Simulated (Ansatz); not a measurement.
A structure relaxed at PBE0-D4/def2-TZVP, charge 0, multiplicity 1:

```
atom   x (Å)   y (Å)   z (Å)
  O1   0.603  -0.836  -0.176
 Cu2  -0.393   0.735   0.431
 Cl3  -1.458   2.399   1.053
  H4   1.181  -0.689  -0.931
  H5   0.066  -1.609  -0.377
```

Task: Give its formula and SMILES.

Result: ClCuH2O, `[OH2+][Cu-][Cl]`.

Task: Point group (tolerance 0.08 Å, 0.16 Å for H)?

Result: Cs.

Task: Summarise the bond lengths by kind.

Result: 1 × Cu–O 1.957 Å; 2 × H–O 0.962 Å; 1 × Cl–Cu 2.072 Å.

Computed with Ansatz.
